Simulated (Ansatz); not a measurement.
Stepwise reaction of `C[SiH2][SiH2]C` with ammonia, as a gas-phase model of exchange steps in deposition or etching. ΔE in kJ/mol.

Program: Ansatz. Geometries: PBE0-D4/def2-TZVP. ΔE: electronic, gas phase. CBS: MP2 limit from def2 TZ/QZ plus the TZ coupled-cluster correction, frozen cores. This one scheme is used for every species. DFT in def2-TZVPP. B3LYP here is the variant with VWN-RPA as its local correlation; programs differ in this. One conformer a species, not always the lowest.

```
step                                         reaction  PBE-D4  B3LYP-D4  ωB97M-V  CCSD(T)/CBS
   1  `C[SiH2][SiH2]C` + NH₃ → `C[SiH2][SiH2]N` + CH₄   -40.2     -48.6    -46.0        -45.0
   2  `C[SiH2][SiH2]N` + NH₃ → `N[SiH2][SiH2]N` + CH₄   -42.9     -51.0    -48.6        -47.1
```

Task: By hand: ΔE of the 2 steps together at CCSD(T)/CBS.

Result: (-45.0) + (-47.1) = -92.1 kJ/mol, or -46.0 kJ/mol a step.

In ΔE the steps differ by no more than 2.1 kJ/mol. All are downhill at CCSD(T)/CBS. PBE-D4 differs from CCSD(T)/CBS by 4.2 to 4.8 kJ/mol a step. Only this route is followed, and other bonds may react first. Isolated molecules leave out the surface, adducts and barriers. Largest T1 diagnostic: 0.011.
